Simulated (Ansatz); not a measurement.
Geometry optimisation, RKS PBE/def2-SVP in Ansatz.

The input (input.yaml):

```yaml
crystal:
  periodic: [false, false, false]
  atoms:
    - { symbol: C, position_ang: [0.1682, -2.1815, 0.0754] }
    - { symbol: B, position_ang: [0.6428, -0.6415, 0.1411] }
    - { symbol: F, position_ang: [2.0351, -0.3845, 0.0447] }
    - { symbol: C, position_ang: [-0.2918, 0.5896, 0.324] }
    - { symbol: Si, position_ang: [-0.2317, 1.7261, -1.1532] }
    - { symbol: S, position_ang: [0.0346, 1.5047, 1.847] }
    - { symbol: H, position_ang: [0.4508, -2.5793, -0.9021] }
    - { symbol: H, position_ang: [-0.9477, -2.1507, 0.1403] }
    - { symbol: H, position_ang: [0.5679, -2.708, 0.9346] }
    - { symbol: H, position_ang: [-1.408, 0.2097, 0.4135] }
    - { symbol: H, position_ang: [-0.5748, 1.003, -2.347] }
    - { symbol: H, position_ang: [1.1558, 2.2674, -1.2124] }
    - { symbol: H, position_ang: [-1.2238, 2.8762, -0.979] }
    - { symbol: H, position_ang: [-0.3904, 0.4396, 2.7018] }
basis:
  gaussian: { orbitals: def2-SVP }
hamiltonian:
  xc: pbe
relax:
  f_tol: 0.015
  max_steps: 40
output:
  orbitals: {}
```

Run as:

```bash
$ ansatz run input.yaml --threads 2 --pin off --max-ram 3072MiB --backend cpu --events-out ev --progress --plain --runs-dir out
```

Problem. Where does it end, and by what steps?

Solution. It converged. After 23 steps the energy has fallen by 0.514 eV; H8 moved furthest, 0.96 Å.

```tsv
step	energy less start (eV)	largest force component (eV/Å)	accepted
0	0.0000	2.466	yes
1	-0.3705	1.247	yes
2	-0.4243	0.667	yes
3	-0.4306	0.317	yes
4	-0.4489	0.060	yes
5	-0.4495	0.033	yes
6	-0.4503	0.037	yes
7	-0.4529	0.237	yes
8	-0.4562	0.249	yes
9	-0.4704	0.315	yes
10	-0.4685	0.581	no
11	-0.4834	0.254	yes
12	-0.4923	0.236	yes
13	-0.5016	0.172	yes
14	-0.5028	0.254	yes
15	-0.5072	0.139	yes
16	-0.5115	0.177	yes
17	-0.5129	0.041	yes
18	-0.5114	0.141	no
19	-0.5135	0.021	yes
20	-0.5136	0.025	yes
21	-0.5137	0.019	yes
22	-0.5138	0.042	yes
23	-0.5139	0.009	yes
```

```xyz
14
Properties=species:S:1:pos:R:3
C 0.230 -2.158 0.429
B 0.560 -0.684 -0.021
F 1.788 -0.443 -0.538
C -0.453 0.525 0.036
Si -0.158 1.979 -1.157
S 0.021 1.025 1.773
H 0.051 -2.757 -0.493
H -0.677 -2.255 1.057
H 1.085 -2.640 0.947
H -1.529 0.257 0.023
H -0.291 1.467 -2.566
H 1.211 2.563 -0.959
H -1.187 3.052 -0.927
H -0.664 0.040 2.424
```

Whether the end is a true minimum wasn't checked by a vibrational analysis.

Run time: 56 s on 2 threads of Intel(R) Xeon(R) Platinum 8488C (Sapphire Rapids) (shared host), peak memory 0.21 GiB.
